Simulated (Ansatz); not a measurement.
Be₁₀⁺, relaxed as a doublet with UKS PBE/def2-SVP in Ansatz, starting from the GFN1-xTB geometry. Force threshold 0.02 eV/Å.

The structure comes from a short search, and lower isomers may exist.

Start:

| atom | x (Å) | y (Å) | z (Å) |
| --- | --- | --- | --- |
| Be1 | 1.079 | 1.449 | -0.612 |
| Be2 | -2.150 | 0.372 | 0.166 |
| Be3 | 1.145 | 0.794 | 1.397 |
| Be4 | -0.629 | 1.596 | 0.790 |
| Be5 | 0.715 | -0.243 | -1.828 |
| Be6 | 0.354 | -1.090 | 1.507 |
| Be7 | -0.910 | 0.910 | -1.382 |
| Be8 | -1.486 | -1.435 | 0.661 |
| Be9 | 1.821 | -0.577 | -0.054 |
| Be10 | 0.061 | -1.774 | -0.645 |

(1) Estimate the energy that the relaxation releases and the steps that it takes.

(2) Does the start keep its bonding and symmetry?

(3) Predict the relaxed structure.

Results:

(1) 1.61 eV, in 13 steps; 19 s on 4 threads of Arm Neoverse V2 on a shared host. No frequencies were taken in this run, so the end may be a saddle point.

(2) Bonds formed: Be1–Be2, Be4–Be6, Be4–Be8, Be7–Be8, Be7–Be10 (atoms count from 1). The end is the same structure that another start reached. Point group Cs at the start, C3v at the end, both within 0.05 Å.

(3) 
Cartesian coordinates in Å:
```
Be 0.305 1.294 -0.454
Be -1.825 1.202 -0.141
Be 1.382 0.979 1.387
Be -0.689 0.775 1.560
Be 0.933 -0.095 -1.978
Be 0.463 -1.010 1.407
Be -1.097 -0.204 -1.505
Be -1.486 -0.873 0.477
Be 1.823 -0.404 -0.114
Be 0.190 -1.663 -0.640
```
Bond lengths (bridged metal pairs left out): 22 × Be–Be 2.09 to 2.30 Å.
